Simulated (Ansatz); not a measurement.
Geometry optimisation, RKS B3LYP-D4/def2-SVP in Ansatz.

input.yaml

```yaml
crystal:
  periodic: [false, false, false]
  atoms:
    - { symbol: "N", position_ang: [-0.8333, 1.2997, 0.9583] }
    - { symbol: Sb, position_ang: [-0.5863, -0.7297, 0.9159] }
    - { symbol: C, position_ang: [1.0838, -0.5333, -0.3475] }
    - { symbol: "N", position_ang: [0.0286, -0.6637, -1.1691] }
    - { symbol: H, position_ang: [-0.34684, 1.67879, 1.81538] }
    - { symbol: H, position_ang: [-0.22378, 1.74395, 0.16127] }
    - { symbol: H, position_ang: [1.8249, -1.4098, -0.3859] }
    - { symbol: H, position_ang: [1.5916, 0.4994, -0.4153] }
    - { symbol: H, position_ang: [-0.0924, -1.6466, -1.4586] }
basis:
  gaussian: { orbitals: def2-SVP }
hamiltonian:
  xc: b3lyp
  dispersion: d4
relax:
  f_tol: 0.015
  max_steps: 40
```

Run as:

```bash
$ ansatz run input.yaml --threads 1 --pin off --max-ram 2048MiB --backend cpu --events-out ev --progress --plain --runs-dir out
```

Q: Where does it end, and by what steps?

A: The run converged. After 13 steps the energy has fallen by 0.748 eV; H6 moved furthest, 1.13 Å.

| step | energy less start (eV) | largest force component (eV/Å) | accepted |
| --- | --- | --- | --- |
| 0 | 0.0000 | 5.449 | yes |
| 1 | -0.5605 | 1.404 | yes |
| 2 | -0.6360 | 0.843 | yes |
| 3 | -0.6945 | 0.165 | yes |
| 4 | -0.7101 | 0.266 | yes |
| 5 | -0.7279 | 0.389 | yes |
| 6 | -0.7170 | 0.414 | no |
| 7 | -0.7436 | 0.158 | yes |
| 8 | -0.7450 | 0.272 | yes |
| 9 | -0.7469 | 0.104 | yes |
| 10 | -0.7439 | 0.305 | no |
| 11 | -0.7475 | 0.028 | yes |
| 12 | -0.7475 | 0.014 | no |
| 13 | -0.7476 | 0.004 | yes |

```xyz
9
Properties=species:S:1:pos:R:3
N -0.816 1.360 1.197
Sb -0.612 -0.663 0.861
C 1.282 -0.696 -0.366
N 0.168 -0.564 -1.205
H 0.075 1.842 1.320
H -1.319 1.827 0.440
H 1.868 -1.626 -0.324
H 1.870 0.215 -0.195
H -0.068 -1.456 -1.652
```

The run took 77 s on 1 thread of Intel(R) Xeon(R) Processor @ 2.70GHz, on a shared host, peak memory 0.22 GiB.
